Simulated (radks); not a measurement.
The numbers below are computed, except where a source is named.
Task: Ionisation of the sulfur ion S3+, [Ne] 3s2 3p1, to [Ne] 3s2 as the strength of local exchange is varied. Level of theory: Dirac Kohn-Sham, Slater X-alpha exchange (alpha = 2/3 is LDA exchange), no correlation, spin-unpolarised, spherical densities, finite nucleus; open shells fill j = l - 1/2 first; Fermi nuclear charge, rms radius 3.2611 fm (a radial shooting solver on a logarithmic mesh with Libxc functionals).

alpha  E(S3+) (hartree)  exchange (hartree)  IE (eV)  -e of the level emptied (eV)  <r> of it (bohr)
0.731        -396.36641           -24.21311   46.661                40.065 (3p1/2)             1.649
0.757        -397.22832           -25.11534   47.080                40.474 (3p1/2)             1.641
0.821        -399.35595           -27.34822   48.121                41.491 (3p1/2)             1.624
0.849        -400.28947           -28.33047   48.580                41.941 (3p1/2)             1.616
0.916        -402.52989           -30.69411   49.688                43.026 (3p1/2)             1.599
?            -394.25079           -22.00424   45.637                39.066 (3p1/2)             1.667

Which alpha was used in the last row?

Result: alpha = 0.667. NIST Atomic Spectra Database: 47.22 eV (semi-empirical). The Delta-SCF value meets it near alpha = 0.77. Spin polarisation and multiplet splitting are left out, so open shells lie too high by an amount that depends on their filling.

Beside tabulated values, note that spin-unpolarised runs miss the spin-polarisation part of the exchange energy of open shells.
